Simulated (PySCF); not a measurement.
H4PSi, doublet, geometry from GFN2-xTB.

Here is a job for PySCF.
```python
from pyscf import gto, scf

mol = gto.M(
    atom='''
Si   -1.049115   -0.400520    0.018855
P     1.013737    0.419565   -0.016778
H    -1.748049    0.068514    1.219705
H    -1.781345    0.046112   -1.170663
H     1.525748   -0.405254    0.970068
H     1.485195   -0.395553   -1.031410
''',
    basis='6-31g**',
    charge=0,
    spin=1,
    verbose=4,
)

mf = scf.UHF(mol)
mf.kernel()
mf.analyze()
```

Q: Predict the number of basis functions from HF/6-31G** (PySCF).

A: 56

Q: What is the computed HOMO energy (HF/6-31G**)?

A: -8.42 eV

Q: What nuclear repulsion energy does HF/6-31G** give?

A: 83.3082 Eh

Q: What total energy does HF/6-31G** give?

A: -631.9230 Eh

These values belong to the state on which the SCF converged, which isn't shown to be the lowest.
